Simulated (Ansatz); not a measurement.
Reaction (redistribution): `[CH3][Sn-]1[O]C(C(F)(F)F)=CC(C(F)(F)F)=[O+]1` + `[CH3][Sn][OH]` → `[CH3][Sn][CH3]` + `[OH][Sn-]1[O]C(C(F)(F)F)=CC(C(F)(F)F)=[O+]1`

Computed with Ansatz on PBE0-D4/def2-TZVP structures; ΔE is electronic, products minus reactants. CCSD(T)/CBS is the MP2 limit (def2-TZVPP, def2-QZVPP) plus CCSD(T) − MP2 in def2-TZVPP, frozen cores. DFT in def2-TZVPP. def2 core potentials past Kr. For Sn outer-core shells are correlated without core-valence functions, which leaves a few kJ/mol of doubt a bond. Each species was taken in one conformer, which may not be the lowest.

`[CH3][Sn-]1[O]C(C(F)(F)F)=CC(C(F)(F)F)=[O+]1`:

Cartesian coordinates in Å:
```
C 0.349 -1.045 -2.671
Sn 2.089 -0.941 -1.360
O 0.834 -1.629 0.326
C -0.023 -0.973 0.960
C -0.856 -1.846 1.917
F -1.493 -2.788 1.225
F -0.056 -2.442 2.797
F -1.765 -1.146 2.593
C -0.287 0.393 0.912
C 0.459 1.279 0.141
C 0.134 2.782 0.234
F 1.203 3.450 0.661
F -0.874 3.040 1.066
F -0.196 3.245 -0.969
O 1.404 1.035 -0.642
H -0.549 -0.672 -2.175
H 0.174 -2.080 -2.978
H 0.524 -0.449 -3.571
H -1.071 0.787 1.536
```

`[CH3][Sn][OH]`:

```xyz
7

C    -0.797    0.197   -0.481
Sn    1.221   -0.547   -0.918
O     1.839   -0.475    0.967
H    -1.293   -0.478    0.225
H    -1.418    0.279   -1.375
H    -0.732    1.184   -0.011
H     1.180   -0.160    1.592
```

`[CH3][Sn][CH3]`:

```xyz
9

C    -0.288   -0.709   -1.390
Sn   -0.833   -1.078    0.700
C     0.265    0.680    1.409
H    -0.642    0.284   -1.686
H    -0.699   -1.452   -2.074
H     0.803   -0.703   -1.483
H    -0.121    1.575    0.909
H     0.196    0.818    2.488
H     1.319    0.584    1.128
```

`[OH][Sn-]1[O]C(C(F)(F)F)=CC(C(F)(F)F)=[O+]1`:

Cartesian coordinates in Å:
```
O -2.685 1.079 0.536
Sn -1.353 2.499 0.168
O 0.063 1.346 1.372
C 0.524 0.207 1.120
C 1.212 -0.445 2.332
F 0.364 -0.517 3.353
F 2.256 0.294 2.705
F 1.650 -1.676 2.071
C 0.510 -0.481 -0.087
C 0.001 0.082 -1.251
C 0.131 -0.702 -2.568
F 0.908 -0.028 -3.415
F -1.065 -0.855 -3.128
F 0.664 -1.911 -2.393
O -0.548 1.200 -1.399
H -3.582 1.369 0.718
H 0.952 -1.462 -0.133
```

Problem. Is it downhill or uphill in electronic energy at CCSD(T)/CBS, and by how much? (Best estimate.)

Solution. Ansatz gave: Uphill: ΔE = +0.05 eV.

Problem. What do these levels give: B97M-V, PBE0-D4, B2PLYP, r2SCANh, CCSD/def2-SVP, CCSD/def2-TZVPP? (Best estimate.)

Solution. Ansatz gave: B97M-V 0.09, PBE0-D4 0.06, B2PLYP 0.07, r2SCANh 0.05, CCSD/def2-SVP 0.06, CCSD/def2-TZVPP 0.05 eV.

Largest T1 diagnostic among the species: 0.016.

Leaving LDA and LC-ωPBE aside and taking each functional with its dispersion term where it has one, the values, not all of them listed here, spread over 0.06 eV, from BHLYP-D4 to PBE-D4. From BLYP to BHLYP (50 % exact exchange), in def2-TZVPP and without D4, ΔE moves by −0.06 eV. In def2-TZVPP, CCSD(T) changes the Hartree–Fock value by +0.05 eV (the triples alone add +0.01 eV) and MP2 by +0.06 eV.
